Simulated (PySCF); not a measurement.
C3H9BeN, singlet, at a GFN2-xTB geometry (such geometries of metal compounds can be far from the true shape); DF-B3LYP/pcseg-1 (PySCF).

Here is a job for PySCF.
```python
from pyscf import gto, scf, dft

mol = gto.M(
    atom='''
Be    0.616532    0.554612   -0.509822
C     1.709597    1.564626   -1.397540
H     2.746279    1.233593   -1.371802
H     1.738668    2.587661   -1.024209
H     1.476065    1.664476   -2.455854
N    -0.340329   -0.314864    0.276367
C    -1.225568    0.168439    1.308578
C    -0.493130   -1.738687    0.097649
H    -2.274528   -0.033326    1.053779
H    -1.013526   -0.319504    2.269251
H    -1.098033    1.241508    1.428843
H    -0.262269   -2.278857    1.025488
H    -1.522315   -1.990987   -0.190537
H     0.180446   -2.085227   -0.682366
''',
    basis='pcseg-1',
    charge=0,
    spin=0,
    verbose=4,
    max_memory=1800,
)

mf = dft.RKS(mol)
mf.xc = 'b3lyp'
mf = mf.density_fit(auxbasis='def2-universal-jkfit')
mf.kernel()
```

The log (banner, timings and long lists left out):

```
PySCF version 2.14.0

[INPUT] verbose = 4
[INPUT] num. atoms = 14
[INPUT] num. electrons = 38
[INPUT] charge = 0
[INPUT] spin (= nelec alpha-beta = 2S) = 0
[INPUT] symmetry False subgroup None
[INPUT] Mole.unit = angstrom
[INPUT] Symbol           X                Y                Z      unit          X                Y                Z       unit  Magmom
[INPUT]  1 Be     0.616532000000   0.554612000000  -0.509822000000 AA    1.165076627030   1.048064785397  -0.963423952278 Bohr   0.0
[INPUT]  2 C      1.709597000000   1.564626000000  -1.397540000000 AA    3.230670113378   2.956714627374  -2.640967848125 Bohr   0.0
[INPUT]  3 H      2.746279000000   1.233593000000  -1.371802000000 AA    5.189715171644   2.331152919181  -2.592330077131 Bohr   0.0
[INPUT]  4 H      1.738668000000   2.587661000000  -1.024209000000 AA    3.285606341545   4.889970593218  -1.935474504315 Bohr   0.0
[INPUT]  5 H      1.476065000000   1.664476000000  -2.455854000000 AA    2.789358592056   3.145403780912  -4.640891461918 Bohr   0.0
[INPUT]  6 N     -0.340329000000  -0.314864000000   0.276367000000 AA   -0.643128602247  -0.595006726485   0.522257939868 Bohr   0.0
[INPUT]  7 C     -1.225568000000   0.168439000000   1.308578000000 AA   -2.315987867031   0.318303578696   2.472854032631 Bohr   0.0
[INPUT]  8 C     -0.493130000000  -1.738687000000   0.097649000000 AA   -0.931880643807  -3.285642246342   0.184529866338 Bohr   0.0
[INPUT]  9 H     -2.274528000000  -0.033326000000   1.053779000000 AA   -4.298234982655  -0.062977012827   1.991353705818 Bohr   0.0
[INPUT] 10 H     -1.013526000000  -0.319504000000   2.269251000000 AA   -1.915286560126  -0.603775055703   4.288262897895 Bohr   0.0
[INPUT] 11 H     -1.098033000000   1.241508000000   1.428843000000 AA   -2.074981645735   2.346110101457   2.700121945002 Bohr   0.0
[INPUT] 12 H     -0.262269000000  -2.278857000000   1.025488000000 AA   -0.495616580964  -4.306415607048   1.937891464028 Bohr   0.0
[INPUT] 13 H     -1.522315000000  -1.990987000000  -0.190537000000 AA   -2.876758425317  -3.762420147569  -0.360062746596 Bohr   0.0
[INPUT] 14 H      0.180446000000  -2.085227000000  -0.682366000000 AA    0.340993520273  -3.940507937548  -1.289484856715 Bohr   0.0

nuclear repulsion = 148.878221857825
number of shells = 32
number of NR pGTOs = 180
number of NR cGTOs = 110
basis = pcseg-1
ecp = {}

******** <class 'pyscf.df.df_jk.DFRKS'> ********
method = DFRKS
initial guess = minao
damping factor = 0
level_shift factor = 0
DIIS = <class 'pyscf.scf.diis.CDIIS'>
diis_start_cycle = 1
diis_space = 8
diis_damp = 0
SCF conv_tol = 1e-09
SCF conv_tol_grad = None
SCF max_cycles = 50
direct_scf = False
XC library pyscf.dft.libxc version 7.1.2
    S. Lehtola, C. Steigemann, M. J. T. Oliveira, and M. A. L. Marques,  SoftwareX 7, 1–5 (2018)
XC functionals = b3lyp
    P. J. Stephens, F. J. Devlin, C. F. Chabalowski, and M. J. Frisch,  J. Phys. Chem. 98, 11623 (1994)
radial grids:
    Treutler-Ahlrichs [JCP 102, 346 (1995); DOI:10.1063/1.469408] (M4) radial grids

becke partition: Becke, JCP 88, 2547 (1988); DOI:10.1063/1.454033
pruning grids: <function nwchem_prune>
grids dens level: 3
symmetrized grids: False
atomic radii adjust function: <function treutler_atomic_radii_adjust>
small_rho_cutoff = 0
Set gradient conv threshold to 3.16228e-05
Initial guess from minao.
tot grids = 158256
******** <class 'pyscf.df.df.DF'> ********
auxbasis = def2-universal-jkfit
init E= -189.392867920966
  HOMO = -0.277178317363061  LUMO = -0.045207990652568  gap/eV = 6.31223
cycle= 1 E= -189.161696419721  delta_E= 0.231  |g|= 0.519  |ddm|= 3.34
  HOMO = -0.133335112116999  LUMO = 0.039516198031432  gap/eV = 4.70352
cycle= 2 E= -189.09426301353  delta_E= 0.0674  |g|= 0.739  |ddm|= 1.23
  HOMO = -0.226573541461023  LUMO = 0.0138193146771042  gap/eV = 6.54142
cycle= 3 E= -189.230458153786  delta_E= -0.136  |g|= 0.103  |ddm|= 0.729
  HOMO = -0.216745260089989  LUMO = 0.010995679836963  gap/eV = 6.19715
cycle= 4 E= -189.232562590231  delta_E= -0.0021  |g|= 0.032  |ddm|= 0.0977
  HOMO = -0.219940625302888  LUMO = 0.0107185257667628  gap/eV = 6.27656
cycle= 5 E= -189.232805229887  delta_E= -0.000243  |g|= 0.00482  |ddm|= 0.0294
  HOMO = -0.219476673501792  LUMO = 0.011217066210222  gap/eV = 6.27750
cycle= 6 E= -189.232811061289  delta_E= -5.83e-06  |g|= 0.000928  |ddm|= 0.00603
  HOMO = -0.21956991873963  LUMO = 0.0111132788907926  gap/eV = 6.27721
cycle= 7 E= -189.232811290028  delta_E= -2.29e-07  |g|= 0.000256  |ddm|= 0.00114
  HOMO = -0.219564962405918  LUMO = 0.0111029500281132  gap/eV = 6.27679
cycle= 8 E= -189.232811305886  delta_E= -1.59e-08  |g|= 5.52e-05  |ddm|= 0.000266
  HOMO = -0.219565090361893  LUMO = 0.011108536852992  gap/eV = 6.27695
cycle= 9 E= -189.232811306775  delta_E= -8.9e-10  |g|= 4.83e-06  |ddm|= 6.64e-05
  HOMO = -0.219566150156084  LUMO = 0.0111081320382338  gap/eV = 6.27697
Extra cycle  E= -189.232811306776  delta_E= -1.19e-12  |g|= 4.98e-06  |ddm|= 9.79e-06
converged SCF energy = -189.232811306776
```
